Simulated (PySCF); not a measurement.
C7H8CuN, singlet at its GFN2-xTB optimised geometry (Å):

```
17

Cu     0.7945    -0.0287     0.0000
C      2.9557    -0.0287     0.0000
C      2.4946     1.0287     0.8123
C      1.7496     1.9095     0.0000
C      1.7504     1.3964    -1.3143
C      2.4958     0.1986    -1.3142
H      3.6106    -0.8257     0.3114
H      2.7367     1.1793     1.8514
H      1.3241     2.8491     0.3114
H      1.3251     1.8761    -2.1803
H      2.7381    -0.3950    -2.1802
C     -2.8071    -2.2844     0.8542
N     -1.6525    -1.5597     0.5827
C     -0.6857    -0.9524     0.3544
H     -3.0992    -2.8491    -0.0328
H     -3.6106    -1.5992     1.1300
H     -2.6184    -2.9742     1.6787
```

Computed with PBE0/def2-SVP (PySCF). Cells within 0.4 Å of a nucleus heavier than hydrogen are left out (blank, or x).

Map of the electrostatic potential (hartree/e), clipped to [-0.08, 0.12] on the plane z = 0.0 Å:

```
|333333333222222222222222222|
|333333333222222222222222222|
|333333333222222222222222222|
|333333332222222222222222222|
|333333332222223332211112222|
|333333332222223453211111122|
|333333332222224996210111122|
|333333332222223999710001112|
|333333332222112999940001111|
|3333333322221129xx971000111|
|333333332221124999993000111|
|333333333222379999999200111|
|334444333223599999999910112|
|44444443335899xx999xx931112|
|444444444599999999999962222|
|444555568999999995599993222|
|444556899999996531126963222|
|444567999999963211123333222|
|444569999995432221122222222|
|444569999854332222222222222|
|444569998644332222222222222|
|444557876544333222222222222|
|444455555444333332222222222|
|444444444443333333322222222|
|444444444443333333333332222|
|344444444433333333333333333|
|334444444333333333333333333|
```
Scale: ten equal steps from -0.056 (start of '0') to 0.120 (end of '9'), in the order '0123456789'; x runs from -6.00 to 6.00, y from -6.00 (bottom) to 6.00 (top).
